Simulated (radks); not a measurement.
Valence configurations of neutral cerium (all share [Xe]). Method: Dirac Kohn-Sham, PBE, spin-unpolarised, spherical densities, point nucleus; open shells are shared between the two j in proportion to 2j + 1; computed with a radial shooting solver on a logarithmic mesh with Libxc functionals. Energies are relative to 4f1 5d1 6s2; eigenvalues in eV.

valence          E (eV)  e(4f5/2)  e(4f7/2)  e(5d3/2)  e(5d5/2)  e(6p1/2)
4f1 5d1 6s2       0.000    -5.567    -5.235    -3.179    -2.977         -
5d2 6s2           4.753         -         -    -4.224    -3.969         -
4f1 6s2 6p1       2.281    -8.617    -8.281         -         -    -2.345
4f2 6s2          -0.274    -0.790    -0.511         -         -         -
4f1.5 5d1 6s1.5  -0.059    -2.199    -1.895    -2.215    -2.052         -
4f1 5d3           2.125    -2.791    -2.464    -1.519    -1.365         -
4f1 5d2 6s1       0.895    -3.973    -3.644    -2.218    -2.042         -
5d2 6s1 6p1       7.401         -         -    -5.172    -4.905    -2.071
4f1 5d1 6s1 6p1   2.442    -6.688    -6.356    -4.078    -3.863    -2.001
4f1 5d2 6p1       3.078    -5.044    -4.714    -3.098    -2.909    -1.700

NIST lists [Xe] 4f1 5d1 6s2 as the ground configuration; this level of theory puts 4f2 6s2 lower, by 0.274 eV. The energies are those of spherical spin-averaged densities, not of single terms.
